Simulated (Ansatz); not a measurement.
Reaction (hydrogenolysis of a C–Cl bond): `ClC1=CC[SiH2]1` + H₂ → `C1=C[SiH2]C1` + HCl

Program: Ansatz. Geometries: PBE0-D4/def2-TZVP. ΔE: electronic, gas phase. CCSD(T)/CBS adds triple-zeta CCSD(T) − MP2 to the extrapolated MP2 energy (def2 sets, frozen cores). This one scheme is used for every species. DFT in def2-TZVPP. HSE06 is defined as in plane-wave codes.

Is it downhill or uphill in electronic energy at CCSD(T)/CBS, and by how much? (An estimate is asked.)

Ansatz gave: Downhill: ΔE = -71.3 kJ/mol.

What do these levels give: revPBE-D4, HSE06-D4, CCSD/def2-SVP, CCSD/def2-TZVPP, SCS-MP2/def2-QZVPP, MP2/CBS(def2)? (Estimate.)

Ansatz gave: revPBE-D4 -52.8, HSE06-D4 -66.0, CCSD/def2-SVP -84.6, CCSD/def2-TZVPP -80.3, SCS-MP2/def2-QZVPP -69.3, MP2/CBS(def2) -63.7 kJ/mol.

Largest T1 diagnostic among the species: 0.012.

From BLYP to BHLYP (50 % exact exchange), in def2-TZVPP and without D4, ΔE moves by −14.7 kJ/mol. The D4 term adds +8.0 kJ/mol with B3LYP and +4.4 kJ/mol with PBE0; it sums over pairs of atoms, weighted by their polarisabilities, and B3LYP, whose exchange is more repulsive, gets the larger term.

B3LYP here is the variant with VWN-RPA as its local correlation; programs differ in this.
